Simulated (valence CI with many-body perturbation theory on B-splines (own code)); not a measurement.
Forbidden lines of Os35+

Computed by relativistic CI+MBPT: five valence electrons over a frozen Dirac-Fock core [Kr], radial functions for each j: 7 s, 7 p, 8 d, 6 f, 4 g, 1 h, with the one-electron correlation potential Σ1, the two-electron term Σ2, the three-electron term Σ3, Breit, model QED; selected CI, second order for the rest, scaled by the run's own slope (own B-spline code, finite nucleus).

The last digits are not significant, and no measured levels were compared; by estimate large intervals hold to a few tenths of a per cent, small ones and those within an open d or f shell to about a per cent. The list stops below the first excitations out of the core.

Lines 1 to 50 of 120 in falling wavelength, among levels below 1059400 cm⁻¹, chosen from the decays that carry over 1 % of a level's rate. Wavelengths and rates use the calculated energies. Electric multipoles are in the length gauge, E1 and E2 with the static RPA response of the core. Weak lines are less certain than strong ones. Lines between different terms over intervals too small for the method are left out, as are lines whose strength nearly cancels. Branching is blank where the lifetime is uncertain.

Levels are named by their leading jj configuration (3d3/2^4 stands for four electrons in 3d with j = 3/2), which in mixed levels can hold well under half, so a name can repeat and another be missing. Letters in brackets count levels of one name in rising energy.

```csv
λ vac (Å),Upper,Lower,Type,A (s⁻¹),Branch %
12360,(4d3/2^3 4d5/2^2) J=11/2,(4d3/2^3 4d5/2^2) J=7/2 [a],E2,2.94e-07,
7640,(4d3/2^3 4d5/2^2) J=9/2,(4d3/2^3 4d5/2^2) J=11/2,M1,2.06e+01,15.1
6491,(4d3/2^3 4d5/2^2) J=7/2 [b],(4d3/2^3 4d5/2^2) J=5/2 [b],M1,2.59e+01,1.0
4722,(4d3/2^3 4d5/2^2) J=9/2,(4d3/2^3 4d5/2^2) J=7/2 [a],M1,1.02e+02,74.5
3863,(4d3/2^3 4d5/2^2) J=5/2 [b],(4d3/2^3 4d5/2^2) J=3/2 [a],M1,1.50e+02,3.1
2958,(4d3/2^3 4d5/2^2) J=1/2,(4d3/2^3 4d5/2^2) J=3/2 [a],M1,9.74e+02,95.4
2582,(4d3/2^3 4d5/2^2) J=7/2 [a],(4d3/2^3 4d5/2^2) J=5/2 [a],M1,5.80e+02,1.6
2193,(4d3/2^3 4d5/2^2) J=7/2 [b],(4d3/2^3 4d5/2^2) J=7/2 [a],M1,2.09e+02,8.4
1872,(4d3/2^2 4d5/2^3) J=1/2 [b],(4d3/2^2 4d5/2^3) J=3/2 [a],M1,1.63e+03,1.7
1822,(4d3/2^3 4d5/2^2) J=3/2 [b],(4d3/2^3 4d5/2^2) J=1/2,M1,2.00e+02,1.6
1788,(4d3/2^2 4d5/2^3) J=7/2 [b],(4d3/2^2 4d5/2^3) J=7/2 [a],M1,4.42e+02,1.4
1719,(4d3/2^2 4d5/2^3) J=9/2 [c],(4d3/2^2 4d5/2^3) J=9/2 [b],M1,1.33e+03,3.6
1592,(4d3/2^3 4d5/2^2) J=3/2 [b],(4d3/2^3 4d5/2^2) J=5/2 [b],M1,5.55e+02,4.4
1451,(4d3/2^3 4d5/2^2) J=5/2 [b],(4d3/2^3 4d5/2^2) J=5/2 [a],M1,3.28e+03,69.1
1380,(4d3/2^2 4d5/2^3) J=3/2 [c],(4d3/2^2 4d5/2^3) J=1/2 [b],M1,9.16e+02,2.3
1362,(4d3/2^2 4d5/2^3) J=1/2 [a],(4d3/2^3 4d5/2^2) J=3/2 [b],M1,3.59e+03,3.4
1238,(4d3/2^2 4d5/2^3) J=3/2 [a],(4d3/2^3 4d5/2^2) J=3/2 [b],M1,1.73e+03,1.0
1187,(4d3/2^2 4d5/2^3) J=5/2 [b],(4d3/2^3 4d5/2^2) J=3/2 [b],M1,2.91e+03,3.3
1127,(4d3/2^3 4d5/2^2) J=3/2 [b],(4d3/2^3 4d5/2^2) J=3/2 [a],M1,1.56e+03,12.4
1121,(4d3/2^2 4d5/2^3) J=3/2 [b],(4d3/2^2 4d5/2^3) J=5/2 [a],M1,9.12e+02,2.0
1080,(4d3/2^2 4d5/2^3) J=3/2 [c],(4d3/2^2 4d5/2^3) J=5/2 [c],M1,2.13e+03,5.4
895.4,(4d3/2^2 4d5/2^3) J=9/2 [a],(4d3/2^3 4d5/2^2) J=7/2 [b],M1,6.91e+03,11.9
876.7,(4d3/2^2 4d5/2^3) J=5/2 [c],(4d3/2^3 4d5/2^2) J=3/2 [b],M1,1.72e+04,15.0
856.7,(4d3/2^2 4d5/2^3) J=7/2 [a],(4d3/2^3 4d5/2^2) J=5/2 [b],M1,1.32e+04,15.3
851.9,(4d3/2^2 4d5/2^3) J=5/2 [a],(4d3/2^3 4d5/2^2) J=3/2 [a],M1,1.90e+03,1.2
821.8,(4d3/2^2 4d5/2^3) J=5/2 [a],(4d3/2^3 4d5/2^2) J=7/2 [a],M1,1.14e+04,7.0
813.4,(4d3/2^3 4d5/2^2) J=5/2 [a],(4d3/2^4 4d5/2) J=5/2,M1,6.73e+04,100.0
795.3,(4d3/2^2 4d5/2^3) J=7/2 [a],(4d3/2^3 4d5/2^2) J=9/2,M1,1.96e+04,22.9
792.9,(4d3/2 4d5/2^4) J=5/2 [a],(4d3/2^2 4d5/2^3) J=5/2 [b],M1,3.08e+03,1.8
779.4,(4d3/2^2 4d5/2^3) J=1/2 [a],(4d3/2^3 4d5/2^2) J=1/2,M1,3.47e+04,32.5
771.4,(4d3/2 4d5/2^4) J=5/2 [a],(4d3/2^2 4d5/2^3) J=3/2 [a],M1,6.95e+03,4.0
766.6,(4d3/2 4d5/2^4) J=7/2 [a],(4d3/2^2 4d5/2^3) J=5/2 [c],M1,1.26e+04,6.8
762.6,(4d3/2^2 4d5/2^3) J=11/2,(4d3/2^3 4d5/2^2) J=9/2,M1,8.52e+03,14.5
759.5,(4d3/2^2 4d5/2^3) J=5/2 [b],(4d3/2^3 4d5/2^2) J=7/2 [b],M1,9.22e+03,10.4
759.1,(4d3/2^3 4d5/2^2) J=3/2 [b],(4d3/2^3 4d5/2^2) J=5/2 [a],M1,1.37e+03,10.9
745.3,(4d3/2^2 4d5/2^3) J=1/2 [b],(4d3/2^3 4d5/2^2) J=3/2 [b],M1,1.34e+03,1.4
737.2,(4d3/2^2 4d5/2^3) J=3/2 [a],(4d3/2^3 4d5/2^2) J=1/2,M1,6.52e+03,3.9
734.7,(4d3/2^2 4d5/2^3) J=9/2 [a],(4d3/2^3 4d5/2^2) J=9/2,M1,5.84e+02,1.0
722.4,(4d3/2 4d5/2^4) J=5/2 [b],(4d3/2^2 4d5/2^3) J=5/2 [b],M1,2.48e+03,1.4
711.9,(4d3/2 4d5/2^4) J=7/2 [a],(4d3/2^2 4d5/2^3) J=9/2 [b],M1,1.27e+04,6.9
704.5,(4d3/2 4d5/2^4) J=5/2 [b],(4d3/2^2 4d5/2^3) J=3/2 [a],M1,1.01e+04,5.7
696.5,(4d3/2^2 4d5/2^3) J=3/2 [a],(4d3/2^3 4d5/2^2) J=5/2 [b],M1,2.69e+04,16.1
693.4,(4d3/2^2 4d5/2^3) J=11/2,(4d3/2^3 4d5/2^2) J=11/2,M1,5.02e+04,85.5
680.7,(4d3/2^2 4d5/2^3) J=7/2 [a],(4d3/2^3 4d5/2^2) J=7/2 [a],M1,3.10e+04,36.1
679.9,(4d3/2^2 4d5/2^3) J=5/2 [b],(4d3/2^3 4d5/2^2) J=5/2 [b],M1,3.45e+04,38.8
670.3,(4d3/2^2 4d5/2^3) J=9/2 [a],(4d3/2^3 4d5/2^2) J=11/2,M1,1.97e+04,34.0
669.1,(4d3/2 4d5/2^4) J=11/2,(4d3/2^2 4d5/2^3) J=9/2 [b],M1,1.21e+04,7.9
660.4,(4d3/2^2 4d5/2^3) J=9/2 [b],(4d3/2^3 4d5/2^2) J=7/2 [b],M1,9.74e+03,8.5
639.1,(4d3/2 4d5/2^4) J=5/2 [a],(4d3/2^2 4d5/2^3) J=7/2 [a],M1,3.56e+04,20.3
636.0,(4d3/2^2 4d5/2^3) J=7/2 [b],(4d3/2^3 4d5/2^2) J=7/2 [b],M1,1.06e+04,32.9
```
